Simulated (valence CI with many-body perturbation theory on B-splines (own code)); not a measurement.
**Zn²⁵⁺: what the settings do**

Calculated by valence CI with perturbative core correlation (CI+MBPT): three valence electrons over a frozen Dirac-Fock core [He], a basis of 6 s, 6 p, 5 d, 3 f, 1 g functions for each j, with the one-electron correlation potential Σ1 (screened to all orders), the two-electron term Σ2, the three-electron term Σ3, Breit, model QED; selected single and double excitations, second order for the rest, scaled by the run's own slope (own B-spline code, finite nucleus).

No measured spectrum was set against this ion. As an estimate, levels of excited configurations hold to 0.05 to 0.15 % of their energy, terms of the ground configuration to about 0.5 %.

The reference run has the lowest level 2s2.2p 2P°_1/2 and an ionisation energy of 2492.04 eV. Its largest variational space holds 4317 state functions.

Names give the largest LS component (configuration and term), which can be under half, so a name can repeat, a term be missing and a line seem to break the LS rules; names also repeat where a configuration has a term twice.

| Level | Reference (cm⁻¹) | Shift (cm⁻¹) |
| --- | --- | --- |
| 2s2.2p 2P°_3/2 | 221971 | +5.9 |
| 2s.2p2 4P_1/2 | 513482 | +10 |
| 2s.2p2 4P_3/2 | 632212 | +14 |
| 2s.2p2 4P_5/2 | 719067 | +15 |
| 2s.2p2 2D_3/2 | 964665 | +14 |
| 2s.2p2 2D_5/2 | 1032580 | +17 |
| 2s.2p2 2P_1/2 | 1069680 | +12 |
| 2s.2p2 2S_1/2 | 1306460 | +19 |
| 2s.2p2 2P_3/2 | 1319230 | +18 |
| 2p3 4S°_3/2 | 1606790 | +27 |
| 2p3 2D°_3/2 | 1792890 | +29 |
| 2p3 2D°_5/2 | 1852250 | +31 |

The ionisation energy moves by +0.005 eV.

(1) Which of these changes was made?
A. cutoff of virtual states (hartree) 1800 → 2640
B. natural orbitals for correlation on → off
C. three-electron term on → off; highest l with Σ1, explicit Σ2 and valence Breit (higher l get mean screening factors) 3 → 2
D. highest l in the core sums 6 → 2

## Answers

(1) A. cutoff of virtual states (hartree) 1800 → 2640.
